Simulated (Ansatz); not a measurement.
Ansatz (an electronic-structure program) input (CCSD(T)/def2-SVPD):

Ansatz 0.2 input:
```yaml
crystal:
  periodic: [false, false, false]
  atoms:
    - {symbol: Ba, position_ang: [-0.00000000, -0.00000000, -0.31928863]}
    - {symbol: O, position_ang: [0.00000000, 0.00000000, 1.88015449]}
    - {symbol: H, position_ang: [0.00000000, 0.00000000, 2.83892715]}
basis:
  gaussian:
    orbitals: def2-SVPD
magnetization: {spin_polarized: true, initial_magnetization: 1}
correlation: {method: ccsd_t, electrons: outside_noble_gas}
output: {forces: true}
```

End of the output:

```
cycle   6  -6.16662540 eV  change   -7.7e-6 eV  update   3.3e-4
cycle   7  -6.16668877 eV  change   -6.3e-5 eV  update   1.4e-4
cycle   8  -6.16668400 eV  change    4.8e-6 eV  update   5.3e-5
cycle   9  -6.16667440 eV  change    9.6e-6 eV  update   2.3e-5
cycle  10  -6.16667367 eV  change    7.3e-7 eV  update   8.7e-6
cycle  11  -6.16667407 eV  change   -3.9e-7 eV  update   3.2e-6
cycle  12  -6.16667402 eV  change    4.2e-8 eV  update   1.3e-6
cycle  13  -6.16667411 eV  change   -8.7e-8 eV  update   5.6e-7
perturbative correction -0.17705353 eV, -0.0065065972 hartree
the calculation of the forces begins
Total energy: -2741.72477430 eV, -100.7565270476 hartree
Atom 0 at    -0.000000    -0.000000    -0.319289 Å, force    -0.000000     0.000000    -1.697944 eV/Å
Atom 1 at     0.000000     0.000000     1.880154 Å, force     0.000000    -0.000000     1.542284 eV/Å
Atom 2 at     0.000000     0.000000     2.838927 Å, force    -0.000000     0.000000     0.155660 eV/Å
Dipole moment:    -0.000000    -0.000000    -0.149203 e Å
```

It need not be the lowest isomer of its formula.
